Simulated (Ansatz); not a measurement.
Z-matrix (Å, degrees):
```
C
O 1 1.412
H 1 1.095 2 111.3
H 1 1.095 2 111.3 3 -121.6
H 1 1.090 2 108.3 3 119.2
Si 2 1.652 1 122.9 3 63.9
O 6 1.619 2 105.9 1 177.0
H 6 1.484 2 109.9 1 -63.8
H 6 1.484 2 109.4 1 57.4
Si 7 1.644 6 139.6 2 -2.9
O 10 1.633 7 108.0 6 14.5
O 10 1.627 7 111.5 6 135.6
H 10 1.471 7 108.3 6 -108.8
H 11 0.965 10 114.3 7 -16.6
H 12 0.959 10 117.7 7 -79.7
```

Total charge 0; spin multiplicity 1.

**Question.** List the r2SCAN/def2-TZVPP orbital energies in eV (the Gaussian-basis code of Ansatz). (An estimate is asked.)

**Answer.** Computed: Occupied: -1792.13, -1792.05, -516.35, -515.91, -515.73, -515.53, -274.84, -142.42, -142.27, -97.33, -97.29, -97.24, -97.18, -97.14, -97.09, -27.35, -26.78, -26.12, -25.92, -18.33, -15.14, -14.06, -13.09, -12.86, -12.05, -12.01, -10.91, -10.60, -10.02, -9.51, -9.10, -8.66, -8.35, -8.10, -8.01, -7.72, -7.38. Lowest empty: -0.04, 0.32, 1.00, 1.41, 1.67, 2.00, 2.53, 2.55.
